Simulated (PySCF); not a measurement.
C5H8Si.
Geometry (PBE0-D3(BJ)/def2-SVP, Å), atoms numbered from 1 in this order:
```xyz
14
C5H8Si angstrom
C      3.1570   -1.0378   -0.0736
C      1.7886   -0.6431   -0.3472
C      0.6373   -0.3076   -0.5721
Si    -1.0621    0.1852   -0.9509
C     -1.8861    1.4985    0.0741
C     -2.3702    0.0654    0.3642
H      3.7270   -1.1499   -1.0092
H      3.1941   -1.9992    0.4629
H      3.6691   -0.2838    0.5444
H     -1.4513    0.0227   -2.3714
H     -1.3018    1.9864    0.8618
H     -2.6044    2.1774   -0.3993
H     -2.0986   -0.3568    1.3379
H     -3.3979   -0.1765    0.0709
```

The closed-shell ground state was solved at several levels (PySCF, density fitting, gas phase, non-relativistic).

```tsv
level	basis functions	HOMO (eV)	LUMO (eV)	gap (eV)	dipole (D)
PBE0/pcSseg-1	149	-6.50	-0.08	6.42	1.58
wB97X-D/pcSseg-2	335	-8.24	1.49	9.73	1.69
```

Estimate the row for CAM-B3LYP/def2-SVPD, a basis of 188 functions; the other rows only guide the guess.

HOMO -7.74 eV, LUMO 0.91 eV, gap 8.65 eV, dipole 1.61 D.

Over all these levels, which gives the widest orbital gap and which the narrowest?

wB97X-D/pcSseg-2 (range-separated hybrid) has the widest, 9.73 eV, and PBE0/pcSseg-1 (global hybrid, 25 % exact exchange) the narrowest, 6.42 eV. Functional and basis both differ between the two, so the spread mixes both effects.

How far do the dipole and the HOMO energy spread over the levels?

The dipole runs from 1.58 to 1.69 D (mean 1.63 D) and the HOMO from -8.24 to -6.50 eV.
